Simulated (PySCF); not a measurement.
# Molecular orbitals of CsCl

CAM-B3LYP at R = 2.922 Å; Cs def2-TZVPP with ECP46, Cl def2-TZVPP; scalar-relativistic core potentials (PySCF 2.14). State: ¹Σ⁺ (singlet), closed shell. Only the outer orbitals are listed, counted within each symmetry, core potentials removing the inner ones.

```tsv
orbital	occ.	ε (eV)	on Cs (%)	main shells (%)
4σ	2	-31.03	100	100 Cs s
5σ	2	-20.33	6	94 Cl s
2π	2	-16.33	100	100 Cs p
2π	2	-16.33	100	100 Cs p
6σ	2	-16.05	94	94 Cs p
7σ	2	-7.34	7	93 Cl p
3π	2	-7.30	4	96 Cl p
3π	2	-7.30	4	96 Cl p
8σ	0	-0.76	100	82 Cs s, 17 Cs p
4π	0	0.20	100	78 Cs p, 22 Cs d
4π	0	0.20	100	78 Cs p, 22 Cs d
```

Which are the highest filled and the lowest empty level, where do they sit, and how wide is the gap?

Highest filled 3π at -7.30 eV (in %: 96 Cl p); lowest empty 8σ at -0.76 eV (in %: 82 Cs s, 17 Cs p); the gap at CAM-B3LYP is 6.54 eV.

* bond order (Mayer): 0.49
* ⟨S²⟩: 0.000
* charge on Cs (Mulliken, basis-dependent): 0.73
* charge on Cs (Löwdin, basis-dependent): 0.51
* dipole moment (positive dipole means Cs(−)Cl(+)): -10.42 D
* polarisability along the bond: 56.4 bohr³
* polarisability across the bond: 32.9 bohr³

Spin–orbit coupling is left out.
